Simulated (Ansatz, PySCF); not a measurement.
CHI2, SMILES I[CH]I (connectivity only; charge and spin as stated), charge +1, multiplicity 1. Atoms are numbered in the order given.

```xyz
4

I      0.0000    -1.7879     0.0590
C      0.0000     0.0000    -0.8114
I      0.0000     1.7879     0.0590
H      0.0000     0.0000    -1.9117
```
Charge +1, spin multiplicity 1.

Coordinates come from a PBE0-D3(BJ)/def2-SVP optimisation. The multiplicity is an assumed one; other spin states were not compared. The isomer is the one that the SMILES or the coordinates give; other isomers of the formula were not compared. The def2 effective core potentials stand for the cores of I; spin–orbit coupling is left out.

Two levels are set side by side: PBE-D3(BJ)/def2-SVP (Ansatz, a program for electronic structure) and PBE0-D3(BJ)/def2-SVP (Ansatz). Each level has its own optimised geometry; the coordinates shown are those of the second. Frequencies come from the Hessian of PySCF at each geometry. Differences are taken from unrounded values.

| quantity | PBE0-D3(BJ) | PBE-D3(BJ) | PBE-D3(BJ) minus PBE0-D3(BJ) |
|---|---|---|---|
| mean bond length (Å) | 1.692 | 1.708 | 0.016 |
| bond I1–C2 (Å) | 1.988 | 2.009 | 0.020 |
| bond C2–I3 (Å) | 1.988 | 2.009 | 0.020 |
| bond C2–H4 (Å) | 1.100 | 1.108 | 0.008 |
| highest harmonic wavenumber (cm⁻¹) | 3188 | 3100 | -88 |
| mean harmonic wavenumber (cm⁻¹) | 1111 | 1068 | -43 |
| zero-point energy (kcal/mol) | 9.53 | 9.16 | -0.37 |

Exact exchange shortens and stiffens bonds; PBE has none. Differences between two approximate levels are no errors against the true value.
